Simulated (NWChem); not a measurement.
C2H3FOSi; SMILES C1(F)=CO[SiH2]1

```xyz
8

F     -0.2268     2.1000     0.0000
C      0.0006     0.7973     0.0000
C      1.1677     0.1234     0.0000
O      0.8879    -1.2338     0.0000
Si    -0.8070    -0.8754     0.0000
H      2.2167     0.4374     0.0000
H     -1.4951    -1.3676    -1.2226
H     -1.4951    -1.3676     1.2226
```
Atoms are numbered in this order, from 1.

Program: NWChem. Pople sets run with spherical d functions. Coordinates come from a PBE0/def2-SVP optimisation. LC-ωPBE (HJS hole) with 6-31G*; x = 1 − exp(−ω/0.25 bohr⁻¹) is a scale chosen for this fit.

| row | x | −ε(HOMO) (eV) |
|---|---|---|
| ω = 0.05 | 0.181 | 5.76 |
| ω = 0.15 | 0.451 | withheld |
| ω = 0.20 | 0.551 | 7.66 |
| ω = 0.30 | 0.699 | 8.50 |
| ω = 0.80 | 0.959 | 10.17 |

Question: Fit a straight line of the last column on the one before it, predict the withheld value, and compare with the run.

Answer: 
1. Means of the 4 shown rows: x = 0.5975, y = 8.023. Slope Σ(x − x̄)(y − ȳ)/Σ(x − x̄)² = 1.784/0.3166 = 5.634; intercept 4.656.
2. The shown rows scatter about the line by 0.098 (root mean square); the largest residual is +0.11, at ω = 0.80.
3. At x = 0.451 (ω = 0.15; inside the shown range) the line gives 7.20.
4. The run gives 7.12, -0.08 from the line, 0.8 times the scatter.
